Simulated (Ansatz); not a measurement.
Task: Predict a relaxed structure of the cluster B2P2⁺ (the lowest doublet isomer of a short search), charge 1, doublet, at PBE-D4/def2-TZVP (Ansatz).

Result: 
```csv
atom,x (Å),y (Å),z (Å)
B1,0.625,0.413,0.422
B2,-0.626,-0.411,-0.422
P3,-0.573,-0.582,1.419
P4,0.574,0.581,-1.419
```
Point group D2h (tolerance 0.1 Å). This is one stationary point.

The gap within one spin of the charge 1 doublet nearly closes, so an electron or hole may be smeared out by delocalisation error. The relaxation made no stability test and no search for a lower SCF solution. The structure comes from a short search, and lower isomers may exist.
